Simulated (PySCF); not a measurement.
**[Pr(NH3)2]3+ at several levels of theory**

Computed with PySCF 2.14.0 (density fitting, no spin-orbit coupling) at the geometry relaxed with BP86:

```xyz
9
[Pr(NH3)2]3+ (singlet in the valence; each metal's 4f electrons, 2 of them, lie in its core potential, out of spins and levels)
Pr   -0.0896    1.1577    0.0004
N     0.0166   -0.1965    2.0824
H     0.8620   -0.0290    2.6844
H    -0.7740   -0.0384    2.7569
H     0.0179   -1.2401    1.9710
N     0.0176   -0.1949   -2.0834
H     0.8527   -0.8237   -2.1881
H    -0.7853   -0.8517   -2.2525
H     0.0422    0.3676   -2.9710
```

```
    level                                                 basis    state  HOMO (eV)  gap (eV)  charge on Pr1 (e)  population of f-type functions on Pr1 (polarisation alone where 4f lies in the core)  dipole about the centre of mass (D)  largest force component (eV/Å)
     BP86     Pr lcecp-1-SVP with ECP48, N def2-SVP, H def2-SVP  singlet     -23.90      5.15               2.09                                                                                  0.03                                 3.28                            0.02
   revPBE                                              the same  singlet     -23.78      5.08               2.09                                                                                  0.03                                 3.25                            0.13
CAM-B3LYP                                              the same  singlet     -26.61      9.88               2.17                                                                                  0.03                                 2.85                            0.36
      PBE                                              the same  singlet     -23.81      5.05               2.08                                                                                  0.03                                 3.30                            0.04
     BP86  Pr lcecp-1-TZVP with ECP48, N def2-TZVP, H def2-TZVP  singlet     -23.81      5.15               2.28                                                                                  0.04                                 3.29                            0.34
```

In the lcecp rows the 4f levels are missing from HOMO and gap, and the state counts the valence alone.

Charges are Mulliken's, which hang on the basis. The relaxation used the grid (50, 194), these runs (75, 302) or, all-electron (x2c bases, spin-free X2C Hamiltonian), (99, 590).

Question: What does wB97X with Pr lcecp-1-SVP with ECP48, N def2-SVP, H def2-SVP give here?

Answer: state singlet, HOMO (eV) -27.65, gap (eV) 12.22, charge on Pr1 (e) 2.21, population of f-type functions on Pr1 (polarisation alone where 4f lies in the core) 0.03, dipole about the centre of mass (D) 2.69, largest force component (eV/Å) 0.44. Time: 5.9 s on 2 threads of Arm Neoverse V1, with other jobs on the host, from an already converged density.

In the first row's basis the gap widens with exact exchange: 5.1 to 5.2 eV for PBE, revPBE, BP86 (none); 9.9 to 12.2 eV for CAM-B3LYP, wB97X (rising or full at long range).

A frequency check found unstable modes (1, the lowest at -40 cm⁻¹), so the relaxed geometry is probably a saddle point. An lcecp potential fixes the number of 4f electrons, so in runs with it no electron can move into or out of that shell.
